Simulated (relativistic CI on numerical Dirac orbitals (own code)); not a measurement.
## Er⁴⁺ (4f10) in a crystal field

Calculated by Dirac-Coulomb-Breit CI, orbitals from a KLI potential per configuration, QED by a radiative potential, valence Slater integrals scaled by 0.75, one configuration in a parametric crystal field (own radial code).

Field parameters in Wybourne normalisation. The field is a parameter set, without covalency.

S and J are read from ⟨S²⟩ = S(S + 1) and ⟨J²⟩ = J(J + 1) of each level; they are not fictitious spins.

D3h, B20 = 1380, B40 = -150, B60 = 350, B66 = 550 cm⁻¹, the lowest 10 levels:

| E (cm⁻¹) | Degeneracy | S | J |
| --- | --- | --- | --- |
| 0.0 | 2 | 1.92 | 8.00 |
| 105 | 2 | 1.92 | 8.00 |
| 107 | 2 | 1.92 | 8.00 |
| 108 | 1 | 1.92 | 8.00 |
| 117 | 1 | 1.92 | 8.00 |
| 142 | 2 | 1.92 | 8.00 |
| 155 | 1 | 1.92 | 8.00 |
| 313 | 1 | 1.92 | 8.00 |
| 327 | 2 | 1.92 | 8.00 |
| 354 | 2 | 1.92 | 8.00 |

D3d, B20 = 40, B40 = -2560, B43 = 990, B60 = 300, B63 = 600, B66 = 1070 cm⁻¹, the lowest 16 levels:

| E (cm⁻¹) | Degeneracy | Irrep | S | J |
| --- | --- | --- | --- | --- |
| 0.0 | 2 | E | 1.92 | 8.00 |
| 15.2 | 1 | A2 | 1.92 | 8.00 |
| 20.4 | 2 | E | 1.92 | 8.00 |
| 90.3 | 1 | A1 | 1.92 | 8.00 |
| 219 | 1 | A2 | 1.92 | 8.00 |
| 319 | 2 | E | 1.92 | 8.00 |
| 441 | 1 | A1 | 1.92 | 8.00 |
| 443 | 2 | E | 1.92 | 8.00 |
| 550 | 2 | E | 1.92 | 8.00 |
| 600 | 2 | E | 1.92 | 8.00 |
| 612 | 1 | A1 | 1.92 | 8.00 |
| 6309 | 2 | E | 1.97 | 7.00 |
| 6324 | 2 | E | 1.97 | 7.00 |
| 6330 | 1 | A1 | 1.97 | 7.00 |
| 6356 | 1 | A2 | 1.97 | 7.00 |
| 6416 | 1 | A1 | 1.97 | 6.99 |

D3d, B20 = 3160, B40 = -2700, B43 = -1520, B60 = -40, B63 = 820, B66 = -560 cm⁻¹, the lowest 10 levels:

```json
{"E (cm⁻¹)": "0.0", "Degeneracy": "1", "Irrep": "A1", "S": "1.92", "J": "8.00"}
{"E (cm⁻¹)": "4.6", "Degeneracy": "2", "Irrep": "E", "S": "1.92", "J": "8.00"}
{"E (cm⁻¹)": "11.2", "Degeneracy": "1", "Irrep": "A2", "S": "1.92", "J": "8.00"}
{"E (cm⁻¹)": "12.7", "Degeneracy": "2", "Irrep": "E", "S": "1.92", "J": "8.00"}
{"E (cm⁻¹)": "148", "Degeneracy": "2", "Irrep": "E", "S": "1.92", "J": "8.00"}
{"E (cm⁻¹)": "193", "Degeneracy": "1", "Irrep": "A1", "S": "1.92", "J": "7.99"}
{"E (cm⁻¹)": "206", "Degeneracy": "2", "Irrep": "E", "S": "1.92", "J": "8.00"}
{"E (cm⁻¹)": "533", "Degeneracy": "1", "Irrep": "A2", "S": "1.92", "J": "8.00"}
{"E (cm⁻¹)": "601", "Degeneracy": "2", "Irrep": "E", "S": "1.92", "J": "8.00"}
{"E (cm⁻¹)": "695", "Degeneracy": "2", "Irrep": "E", "S": "1.92", "J": "7.99"}
```

The next free-ion level lies 6130 cm⁻¹ above the lowest; the field splits the ground level into components whose J stays near 8 as long as their spread is small against that gap.

Levels of this model without a field, named by their leading LS term (the scale mimics covalency, so terms lie below those of the real free ion): ⁵I8 0, ⁵I7 6130, ⁵I6 10099, ⁵I5 12800, ⁵I4 15201, ⁵F5 16876, ⁵S2 19388, ³K8 19930 cm⁻¹.
